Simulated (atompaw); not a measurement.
What one change does to a pseudopotential (beryllium (Be), PAW (atompaw))

Be (Z = 4), PAW, made with atompaw 4.2.0.5 (PBE, scalar-relativistic). Core none, reference 1s2 2s0 2p0 (charge +2). Waves: 1s (bound); 2s (bound, empty); 2p (bound, empty); 2p channel at 0.1 Ry; 3d channel at -0.1 Ry; 3d channel at 1.35 Ry. Local part: ultrasoft scheme with l = 3 at 0 Ry, radius 2.70 bohr. Core correction: none. Augmentation charge: sinc compensation charge, radius 3.00 bohr; PAW radius 3.00 bohr; waves and projectors: bloechl.

All-electron outer shells of the reference configuration (PBE, scalar-relativistic, ld1.x):

```tsv
shell	level (eV)	outermost node (bohr)	outermost maximum (bohr)
1s	-132.28	–	0.27
2s	-20.89	0.58	1.67
2p	-17.34	–	1.49
```

Change: reference 1s2 2s1 2p0.

Cutoffs: the cutoffs (Ry, on a coarse ladder) from which the occupation-weighted sum of valence levels, in a spherical-Bessel basis at the reference potential, stays within 10 and 1 mRy of its value at 400 Ry; they do not see the model core or the augmentation charge, which bear on the density cutoff.

Question: What does the change do?

Answer: The potential gets harder (12 Ry and 18 Ry → 18 Ry and 25 Ry); the range in which the d phases agree narrows (upper end at the end of the scan → 2.3); neither file shows a bound ghost.

| quantity | base | changed |
| --- | --- | --- |
| cutoff, loose | 12 Ry | 18 Ry |
| cutoff, tight | 18 Ry | 25 Ry |
| bound ghosts | none | none |
| s: phases at 3.01 bohr within 0.05 rad from the reference energy up to (Ry; the scan ends near 5) | -0.4 | 0.2 |
| p: phases at 3.01 bohr within 0.05 rad from the reference energy up to (Ry; the scan ends near 5) | 4.1 | 4.6 |
| d: phases at 3.01 bohr within 0.05 rad from the reference energy up to (Ry; the scan ends near 5) | to the end of the scan | 2.3 |
| lowest overlap eigenvalue by channel | s 1.00, p 1.00, d 1.00 | s 1.00, p 1.00, d 0.10 |

Base: The cutoffs count occupied waves only; the empty 2s level needs 18 Ry at the loose tolerance. The cutoffs see the waves, projectors and local potential, not the compensation charge or the core.
